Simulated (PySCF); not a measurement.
# Mayer bond orders and bond lengths

C₇H₁₃FOSi.
Numbering: `[CH2:1]=[C:2]([CH3:3])/[CH:4]=[C:5](\[CH2:6][CH2:7][F:8])[SiH2:9][OH:10]` (hydrogens: H11, H12 on C1; H13, H14, H15 on C3; H16 on C4; H17, H18 on C6; H19, H20 on C7; H21, H22 on Si9; H23 on O10)

Geometry (GFN2-xTB, Å), atoms numbered from 1 in this order:
```xyz
23
C7H13FOSi angstrom
C      2.112   -1.153   -0.564
C      1.484   -1.020    0.600
C      1.772   -1.931    1.759
C      0.500    0.026    0.893
C     -0.551    0.416    0.168
C     -0.882   -0.209   -1.161
C     -0.522    0.698   -2.334
F     -1.447    1.713   -2.473
Si    -1.710    1.763    0.835
O     -3.077    1.863   -0.030
H      2.843   -1.929   -0.721
H      1.955   -0.478   -1.386
H      2.154   -1.356    2.602
H      2.503   -2.689    1.490
H      0.856   -2.424    2.083
H      0.632    0.483    1.868
H     -1.955   -0.411   -1.211
H     -0.345   -1.152   -1.286
H      0.446    1.188   -2.186
H     -0.529    0.152   -3.282
H     -0.979    3.035    0.834
H     -2.220    1.393    2.149
H     -3.045    2.050   -0.966
```

Bond orders from the PBE0/pcSseg-1 density (PySCF). The structure is a single GFN2-xTB conformer in the gas phase; no vibrational or solvent corrections.

Task: Where do the orders between heavy atoms depart from those drawn in the SMILES?

Result: The largest departure is 0.182, at C5–Si9 (drawn single, 0.818). Drawn single, order below 0.88: C7–F8 (0.844) and C5–Si9 (0.818).

Task: Give the Mayer order of every bond between heavy atoms, beside its length.

Result: 
```csv
bond,drawn as,length (Å),Mayer order
C1–C2,double,1.329,1.938
C2–C3,single,1.502,1.054
C2–C4,single,1.465,1.044
C4–C5,double,1.336,1.888
C5–C6,single,1.506,1.034
C6–C7,single,1.526,1.023
C7–F8,single,1.381,0.844
C5–Si9,single,1.898,0.818
Si9–O10,single,1.621,1.037
```

Bonds between the same two heavy elements. C–C: lowest C6–C7 (1.023, 1.526 Å), highest C1–C2 (1.938, 1.329 Å).

Task: And the bonds to hydrogen?

Result: C–H: 0.93 to 0.96 (10 bonds); H–Si: 0.91 to 0.93 (2 bonds); H–O: 0.92 (1 bond).

Task: Sum the orders of all bonds at each heavy atom with more than one neighbour and set the sums beside the valence in the SMILES.

Result: C1 3.811 (drawn 4), C2 4.036 (drawn 4), C3 3.912 (drawn 4), C4 3.877 (drawn 4), C5 3.740 (drawn 4), C6 3.915 (drawn 4), C7 3.774 (drawn 4), Si9 3.690 (drawn 4), O10 1.957 (drawn 2). Orders between atoms that aren't bonded are not in these sums.

For a closed shell the Mayer order of atoms A and B is Σ (PS)μν (PS)νμ over the basis functions μ on A and ν on B, with P the density and S the overlap matrix.
